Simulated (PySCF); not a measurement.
# EPR parameters of C3H6Si

Species: C3H6Si (triplet state).
Geometry (PBE0-D3(BJ)/def2-SVP, Å), atoms numbered from 1 in this order:
```
atom  x, y, z in Å
C1    -1.709   -0.320    0.195
C2    -1.136    0.907    0.143
Si3    0.641    1.219   -0.160
C4     1.800   -0.252   -0.416
H5    -2.780   -0.438    0.383
H6    -1.135   -1.242    0.053
H7    -1.776    1.785    0.294
H8     2.845    0.086   -0.479
H9     1.715   -0.949    0.433
H10    1.553   -0.787   -1.346
```

The hyperfine couplings belong to this conformer and change with its torsions.

The species is `C[Si]C=C` [triplet].

Method used: UKS B3LYP, IGLO-III on C Si, pcH-1 on H, non-relativistic, mean-field spin-orbit, GIAO in PySCF. One conformer (not necessarily the lowest) at the PBE0-D3(BJ)/def2-SVP geometry, without solvent, vibrations or thermal averaging. This triplet need not be the ground state; the singlet was not compared here. No stability test was run, so a lower SCF solution isn't excluded.

| Quantity | Value |
| --- | --- |
| g1, g2, g3 | 2.00116, 2.00283, 2.00309 |
| g_iso | 2.00236 |
| Form of g | close to axial: the two nearest values differ by 14 % of g3 − g1 |
| ⟨S²⟩ | 2.0144 (exact 2.0000) |
| HOMO–LUMO gap, α and β orbitals | 4.36, 4.45 eV |
| Basis functions | 209 |

Hyperfine couplings atom by atom, in 10⁻⁴ cm⁻¹; T1 to T3 are the principal values of the dipolar part; ρ(0) is the spin density at the nucleus (1 × 10⁻⁴ cm⁻¹ = 2.998 MHz):

```tsv
atom	isotope	a_iso	of which spin–orbit	T1	T2	T3	Mulliken spin population	ρ(0) (bohr⁻³)
C1	13C	9.0	0.0	-4.8	-3.7	8.5	0.37	0.0483
C2	13C	9.6	0.0	-4.6	0.0	4.6	-0.11	0.0514
Si3	29Si	-136.9	0.4	-16.7	-9.6	26.3	1.66	0.9265
C4	13C	11.7	0.0	-1.8	-1.6	3.4	0.05	0.0622
H5	1H	0.1	0.0	-2.4	-0.3	2.7	-0.01	0.0002
H6	1H	-3.0	0.0	-1.5	-0.6	2.1	-0.02	-0.0041
H7	1H	-0.2	0.0	-1.4	-0.5	1.9	0.00	-0.0003
H8	1H	0.2	0.0	-1.4	-0.9	2.3	0.00	0.0003
H9	1H	9.4	0.0	-1.4	-0.2	1.6	0.02	0.0126
H10	1H	9.6	0.0	-1.4	-0.3	1.7	0.02	0.0129
```

The Mulliken spin populations are largest on Si3 (+1.66), C1 (+0.37) and C2 (-0.11). The positive populations add up to 2.13 and the negative ones to -0.13, together 2S = 2.

Axes: g2 points within 3° of the C1–C2 bond.

The 13C coupling of C4 (35.0 MHz) shows only in satellite lines or after enrichment, since that isotope makes up about 1.07 % of natural carbon.

The 29Si coupling of Si3 (-410.5 MHz) shows only in satellite lines or after enrichment, since that isotope makes up about 4.7 % of natural silicon.

β density exceeds α density at some nuclei, such as H6 (-0.0041), spin density in bohr⁻³. In a single determinant that takes different orbitals for the two spins, that is spin polarisation.
